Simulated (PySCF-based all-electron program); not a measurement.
## TaCl3O, singlet: all-electron forces

All-electron Kohn–Sham DFT on the free molecule, computed near the basis limit with an in-house program on PySCF integrals; Koelling–Harmon scalar relativity, no spin–orbit coupling, spin-restricted. Forces are good to about 0.011 eV/Å. Atoms are numbered as listed.

Shape A:

```tsv
atom	x (Å)	y (Å)	z (Å)
Ta	0.0000	0.0000	0.0000
O	0.0000	0.0000	1.7210
Cl	2.1768	0.0000	-0.6780
Cl	-1.0884	1.8852	-0.6780
Cl	-1.0884	-1.8852	-0.6780
```

PBE forces:

```
atom      Fx      Fy  Fz (eV/Å)
 Ta1   0.000   0.000      0.280
  O2   0.000   0.000     -0.246
 Cl3   0.035   0.000     -0.011
 Cl4  -0.018   0.030     -0.011
 Cl5  -0.018  -0.030     -0.011
```

(1) What forces does r2SCAN give in shape A?

Shape B:

```xyz
5

Ta    0.0000    0.0000    0.0000
O     0.0000    0.0000    1.7210
Cl    2.3945    0.0000   -0.7458
Cl   -1.0884    1.8852   -0.6780
Cl   -1.0884   -1.8852   -0.6780
```

Against shape A, Ta1–Cl3 goes from 2.280 to 2.508 Å.

PBE forces:

```
atom      Fx      Fy  Fz (eV/Å)
 Ta1   2.276   0.000     -0.273
  O2  -0.064   0.000     -0.537
 Cl3  -2.277   0.000      0.697
 Cl4   0.032  -0.122      0.057
 Cl5   0.032   0.122      0.057
```

(2) What forces does r2SCAN give in shape B?

Shape C:

```xyz
5

Ta    0.0000    0.0000    0.0000
O     0.0000    0.0000    1.7210
Cl    1.9592    0.0000   -0.6102
Cl   -1.0884    1.8852   -0.6780
Cl   -1.0884   -1.8852   -0.6780
```

Against shape A, Ta1–Cl3 goes from 2.280 to 2.052 Å.

PBE forces:

| atom | Fx | Fy | Fz (eV/Å) |
| --- | --- | --- | --- |
| Ta1 | -6.175 | 0.000 | 1.934 |
| O2 | 0.114 | 0.000 | 0.173 |
| Cl3 | 6.181 | 0.000 | -1.898 |
| Cl4 | -0.060 | 0.229 | -0.104 |
| Cl5 | -0.060 | -0.229 | -0.104 |

(3) What forces does r2SCAN give in shape C?

Results:

(1) The forces move by 0.503 eV/Å (r.m.s. over the atoms) from PBE.

```json
{"atom": "Ta1", "Fx": "0.000", "Fy": "0.000", "Fz (eV/Å)": "0.928"}
{"atom": "O2", "Fx": "0.000", "Fy": "0.000", "Fz (eV/Å)": "-1.071"}
{"atom": "Cl3", "Fx": "-0.192", "Fy": "0.000", "Fz (eV/Å)": "0.048"}
{"atom": "Cl4", "Fx": "0.096", "Fy": "-0.166", "Fz (eV/Å)": "0.048"}
{"atom": "Cl5", "Fx": "0.096", "Fy": "0.166", "Fz (eV/Å)": "0.048"}
```

(2) The forces move by 0.513 eV/Å (r.m.s. over the atoms) from PBE.

| atom | Fx | Fy | Fz (eV/Å) |
| --- | --- | --- | --- |
| Ta1 | 2.288 | 0.000 | 0.376 |
| O2 | -0.066 | 0.000 | -1.378 |
| Cl3 | -2.525 | 0.000 | 0.762 |
| Cl4 | 0.151 | -0.328 | 0.120 |
| Cl5 | 0.151 | 0.328 | 0.120 |

(3) The forces move by 0.490 eV/Å (r.m.s. over the atoms) from PBE.

```json
{"atom": "Ta1", "Fx": "-6.227", "Fy": "0.000", "Fz (eV/Å)": "2.585"}
{"atom": "O2", "Fx": "0.119", "Fy": "0.000", "Fz (eV/Å)": "-0.628"}
{"atom": "Cl3", "Fx": "6.011", "Fy": "0.000", "Fz (eV/Å)": "-1.857"}
{"atom": "Cl4", "Fx": "0.049", "Fy": "0.042", "Fz (eV/Å)": "-0.050"}
{"atom": "Cl5", "Fx": "0.049", "Fy": "-0.042", "Fz (eV/Å)": "-0.050"}
```
